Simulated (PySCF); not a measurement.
AlCl4, SMILES [Cl][Al-]([Cl])([Cl])[Cl], charge -1. The structure is a stationary point at B3LYP-D3(BJ)/def2-SVPD.

The numbers are results of B3LYP-D3(BJ)/def2-SVPD run with PySCF 2.14.0, not measurements.

Harmonic wavenumbers (cm⁻¹): 108, 108, 168, 168, 168, 329, 485, 485, 485. Rotational constants (GHz): 1.124, 1.124, 1.124; symmetry number 12.

Question: Work out the zero-point energy and the ideal-gas rigid-rotor harmonic-oscillator thermochemistry at 298.15 K and 1 atm.

Answer: ZPE = ½ Σ hcν = ½ × 2506 cm⁻¹ = 3.58 kcal/mol. H − E(el) = 8.69 kcal/mol. Entropy in cal/(mol K): translation 41.28, rotation 24.87, vibration 17.32, total 83.47. G − E(el) = -16.19 kcal/mol. Cp = 22.94 cal/(mol K). Modes under 150 cm⁻¹ make the vibrational entropy uncertain.
